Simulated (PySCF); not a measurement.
## Electronic structure of Se (selenium, neutral) at the UHF level

Configuration: [Ar] 3d10 4s2 4p3 5s1, high-spin 5S determinant (an excited configuration). All numbers are calculated (PySCF 2.14, a scalar-relativistic core potential, in aug-cc-pwCVTZ-PP with ECP10MDF).

| Property | Result |
| --- | --- |
| Total energy | -371.669676 hartree |
| One-electron energy | -651.7218 hartree |
| Hartree (Coulomb) energy | 307.6621 hartree |
| Exchange energy | -27.6100 hartree |
| ⟨S²⟩ | 6.0008 |
| ⟨L²⟩ | 0.000 |
| Sum of ⟨r⟩ | 26.17 bohr |
| Sum of ⟨r²⟩ | 61.53 bohr² |

| shell | electrons | mean orbital energy (hartree) | rms radius, mean of both spins (bohr) |
| --- | --- | --- | --- |
| 3s α | 1 | -9.10445 | 0.614 |
| 3s β | 1 | -9.07711 | 0.614 |
| 3p α | 3 | -6.98338 | 0.637 |
| 3p β | 3 | -6.95373 | 0.637 |
| 3d α | 5 | -2.78424 | 0.689 |
| 3d β | 5 | -2.76543 | 0.689 |
| 4s α | 1 | -1.15108 | 1.90 |
| 4s β | 1 | -0.83630 | 1.90 |
| 4p α | 3 | -0.58890 | 2.31 |
| 5s α | 1 | -0.12221 | 5.51 |

Energies and moments cover only the electrons outside the core potential. The outer electron is Rydberg-like, and this basis confines it to a smaller radius and binds it less than a complete one would.
